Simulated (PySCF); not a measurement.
**Cs: ionisation energy**

Cs [Xe] 6s1 [6s1/2^1, M_J = 1/2] → Cs⁺ [Xe], as a difference of total energies. Computed with PySCF 2.14 in x2c-TZVPPall-2c (11s11p9d2f1g, 112 functions), with the two-component X2C-1e Hamiltonian. Correlated levels: [Kr] 4d10 frozen; the 30 highest virtual spinors dropped. "Screened" scales the spin-orbit matrix elements by Boettger's factors to mimic the two-electron term; Breit and QED terms are absent.

```json
{"method": "GHF (screened spin-orbit)", "ionisation energy (eV)": "3.477", "error (eV)": "-0.417"}
{"method": "GMP2 (screened spin-orbit)", "ionisation energy (eV)": "3.817", "error (eV)": "-0.077"}
```

Reference: 3.894 eV (measured; NIST Atomic Spectra Database, ionization energies).

Errors of the correlated levels include the incompleteness of this basis and the frozen core.
